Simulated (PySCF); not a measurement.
**Barium: a sound run and one with changed settings**

Sound run: Ba [Xe] 6s2, Ba⁺ [Xe] 6s1. All numbers are calculated (PySCF 2.14, scalar relativity by spin-free X2C-1e, in cc-pVDZ-X2C (7s6p4d, 45 functions)). The sound run starts from symmetry-adapted Hartree-Fock orbitals and uses a fine grid where one is needed.

A second run was set up differently.

| species | method | sound run (hartree) | changed run (hartree) | converged |
| --- | --- | --- | --- | --- |
| Ba | UHF | -8131.63537 | -8131.63537 | yes |
| Ba | BP86 | -8135.65677 | -8135.64634 | yes |
| Ba | M06-L | -8134.53585 | -8134.39925 | yes |
| Ba⁺ | UHF | -8131.47815 | -8131.47815 | yes |
| Ba⁺ | BP86 | -8135.45918 | -8135.44874 | yes |
| Ba⁺ | M06-L | -8134.33951 | -8134.20416 | no |

Ionisation energy of Ba:

```csv
method,sound run (eV),changed run (eV)
UHF,4.278,4.278
BP86,5.377,5.377
```

(1) What was changed?
A. radial grid too coarse
B. a valence shell is frozen
C. minimal basis
D. level shift left on

Answers

(1) A. It used radial step 0.3 in ln r (0.13 in the sound run). A coarse radial grid mis-integrates the density and the exchange-correlation energy, with errors of either sign; Hartree-Fock needs no grid.
